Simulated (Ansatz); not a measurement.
Ge₃O₇H₂, relaxed as a singlet with RKS r2SCAN-D4/def2-SVP in Ansatz, starting from the GFN1-xTB geometry. Force threshold 0.03 eV/Å.

The structure holds one bond between oxygen atoms, so isomers without such links may lie far lower. The structure comes from a short search, and lower isomers may exist.

Start:

```xyz
12

Ge    1.566   -0.909   -1.068
Ge    0.783    0.518    1.565
Ge   -1.195    0.016   -0.216
O    -0.688   -0.464    1.409
O     1.985   -0.253    0.484
O     0.240    2.016    0.745
O     2.607   -1.604   -2.079
O    -2.824   -0.307   -0.652
O    -0.838    1.753   -0.164
O    -0.139   -0.782   -1.398
H    -2.849   -0.740   -1.508
H     1.351    0.756    2.883
```

```json
{"step": "1", "energy (eV)": "-183878.3940", "largest force component (eV/Å)": "1.167", "SCF passes": "25"}
{"step": "2", "energy (eV)": "-183878.5440", "largest force component (eV/Å)": "0.398", "SCF passes": "22"}
{"step": "3", "energy (eV)": "-183878.5638", "largest force component (eV/Å)": "0.140", "SCF passes": "22"}
{"step": "4", "energy (eV)": "-183878.5660", "largest force component (eV/Å)": "0.141", "SCF passes": "21"}
{"step": "5", "energy (eV)": "-183878.5671", "largest force component (eV/Å)": "0.114", "SCF passes": "23"}
{"step": "6", "energy (eV)": "-183878.5686", "largest force component (eV/Å)": "0.040", "SCF passes": "22"}
{"step": "7", "energy (eV)": "-183878.5694", "largest force component (eV/Å)": "0.135", "SCF passes": "21"}
{"step": "8", "energy (eV)": "-183878.5718", "largest force component (eV/Å)": "0.037", "SCF passes": "21"}
{"step": "9 (rejected)", "energy (eV)": "-183878.5370", "largest force component (eV/Å)": "0.838", "SCF passes": "26"}
{"step": "10", "energy (eV)": "-183878.5723", "largest force component (eV/Å)": "0.029", "SCF passes": "21"}
```

Force components are those of the run's own axes.

End:

Cartesian coordinates in Å:
```
Ge 1.603 -0.935 -1.118
Ge 0.789 0.539 1.582
Ge -1.207 0.021 -0.251
O -0.676 -0.461 1.373
O 1.957 -0.168 0.434
O 0.161 2.083 0.880
O 2.687 -1.643 -2.105
O -2.868 -0.230 -0.680
O -0.707 1.764 -0.260
O -0.144 -0.840 -1.393
H -2.953 -0.831 -1.436
H 1.358 0.701 2.973
```

By distances, no bond broke or formed. The bond that changes most is Ge1–Ge3, from 3.03 to 3.09 Å (atoms count from 1).

No frequencies were taken in this run, so the end may be a saddle point.

Hardware: 4 threads of Intel Xeon on a shared host. Wall time 71 s.
